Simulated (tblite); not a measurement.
CH$_{5}$O, charge +1, singlet, geometry from GFN2-xTB; tblite with GFN1-xTB.

The tblite input:
```
$ tblite run mol.xyz --method gfn1 --charge 1 --spin 0 --guess eeq --json tblite.json --no-restart

# file mol.xyz
7

C     -0.73715412     0.12262652     0.07895556
O      0.68944578    -0.10132956    -0.15601806
H     -1.28828874    -0.58933340    -0.53340272
H     -0.97185462     1.13260433    -0.25342893
H     -1.00020091     0.00028268     1.12871617
H      0.93968300    -1.01885832     0.08870637
H      1.22801975     0.55018212     0.34382024
```

Problem. Write the output that tblite gives for this input, abridged.

Solution. 
```
xTB calculator
 | screened Coulomb repulsion
 | Coulomb electrostatics
 |  * isotropic Klopman-Ohno-Mataga-Nishimoto electrostatics
 |  * onsite third-order electrostatics
 | DFT-D3(BJ) dispersion correction

halogen bonding energy    0.0000000000000E+00 Eh
repulsion energy          8.5797557143605E-02 Eh
dispersion energy        -9.8383194219653E-04 Eh
number of electrons       1.4000000000000E+01 e
integral cutoff           1.9731147476801E+01 bohr

------------------------------------------------------------
  cycle        total energy    energy error   density error
------------------------------------------------------------
      1     -8.978772779252  -9.0635865E+00   3.9409281E-01
      2     -8.985340467764  -6.5676885E-03   2.3772236E-01
      3     -8.986097413588  -7.5694582E-04   2.3281634E-02
      4     -8.986349051397  -2.5163781E-04   3.2783782E-03
      5     -8.986355231576  -6.1801794E-06   1.6188942E-03
      6     -8.986356112812  -8.8123525E-07   1.5400109E-04
      7     -8.986356129903  -1.7091322E-08   2.8509780E-05
      8     -8.986356130476  -5.7308647E-10   1.1313253E-06
------------------------------------------------------------

electronic energy        -9.0711698556774E+00 Eh
total energy             -8.9863561304760E+00 Eh

Post processing:
 | Mayer-Wiberg bond orders

[Info] JSON dump of results written to 'tblite.json'
```
